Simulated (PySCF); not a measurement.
## Electron correlation in As³⁺ (arsenic, charge +3)

[Ar] 3d10 4s2, closed-shell 1S. All numbers are calculated (PySCF 2.14, no relativity, point nucleus, in pcseg-2 (6s5p3d1f, 43 functions)). Frozen: [Ar] 3d10; 2 electrons correlated.

Total MP2 correlation energy: -30.83 mhartree.

Same-spin part 0.00 and opposite-spin part -30.83 mhartree; SCS-MP2 scales them by 1/3 and 6/5 to -37.00 mhartree.

With two correlated electrons CCSD is exact within the correlated space (frozen core and kept virtual orbitals).

```
level  correlation energy (mhartree)
 CCSD                         -42.54
```

Diagnostics: T1 = 0.0038, D1 = 0.0053, largest double amplitude 0.103.

Cost of the coupled-cluster step: 0.14 s of wall time on 1 thread of Neoverse-N1 (shared host), for 2 correlated electrons.

Iterations:

```
CC2 = 0
CCSD nocc = 1, nmo = 29
frozen orbitals [0, 1, 2, 3, 4, 5, 6, 7, 8, 9, 10, 11, 12, 13]
max_cycle = 100
direct = 0
conv_tol = 1e-08
conv_tol_normt = 1e-06
diis_space = 8
diis_start_cycle = 0
Init t2, MP2 energy = -2232.22340729244  E_corr(MP2) -0.0308345793221308
Init E_corr(CCSD) = -0.0308345793222299
cycle = 1  E_corr(CCSD) = -0.0381791778312497  dE = -0.00734459851  norm(t1,t2) = 0.0398751
cycle = 2  E_corr(CCSD) = -0.0407680576405745  dE = -0.00258887981  norm(t1,t2) = 0.0162451
cycle = 3  E_corr(CCSD) = -0.0425524453357206  dE = -0.0017843877  norm(t1,t2) = 0.00684886
cycle = 4  E_corr(CCSD) = -0.0425410846556847  dE = 1.136068e-05  norm(t1,t2) = 0.00017842
cycle = 5  E_corr(CCSD) = -0.0425432933155343  dE = -2.20865985e-06  norm(t1,t2) = 1.03985e-05
cycle = 6  E_corr(CCSD) = -0.0425426034241354  dE = 6.89891399e-07  norm(t1,t2) = 2.03446e-06
cycle = 7  E_corr(CCSD) = -0.0425427282912861  dE = -1.24867151e-07  norm(t1,t2) = 4.41243e-07
cycle = 8  E_corr(CCSD) = -0.0425427243529983  dE = 3.93828778e-09  norm(t1,t2) = 3.53485e-08
CCSD converged
E(CCSD) = -2232.235115437471  E_corr = -0.04254272435299828
```
